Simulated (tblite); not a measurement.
Isomers of C9H7F3. Computed values, GFN2-xTB/tblite, gas phase, harmonic and unscaled. The method is semi-empirical: single wavenumbers can be off by several per cent or more. One conformer each.

Electronic energies: GFN2-xTB at the same geometries; isomer energies are rough at this level and their order can be wrong.

```tsv
SMILES	electronic energy, lowest = 0 (kJ/mol)
C=C/C=C1\C=C(C(F)(F)F)C1=C	240.6
C=C(c1ccccc1)C(F)(F)F	0.0
Cc1cccc(C(F)=C(F)F)c1	13.6
C=C(F)/C=C1/C(=C)C(F)=C1CF	242.9
```

**Question.** How do GFN2-xTB zero-point energies change the relative energies?

**Answer.** 
```csv
SMILES,ZPE (kJ/mol),of it from modes above 1550 cm⁻¹,electronic (kJ/mol),"with ZPE, lowest = 0 (kJ/mol)",lowest mode (cm⁻¹),rings
C=C(c1ccccc1)C(F)(F)F,350.2,159.0,0.0,0.0,49,1
Cc1cccc(C(F)=C(F)F)c1,350.1,158.0,13.6,13.5,2,1
C=C/C=C1\C=C(C(F)(F)F)C1=C,340.4,170.6,240.6,230.8,12,1
C=C(F)/C=C1/C(=C)C(F)=C1CF,342.4,169.4,242.9,235.1,40,1
```

The zero-point energies span 9.8 kJ/mol, from `C=C/C=C1\C=C(C(F)(F)F)C1=C` to `C=C(c1ccccc1)C(F)(F)F`. The order is unchanged.
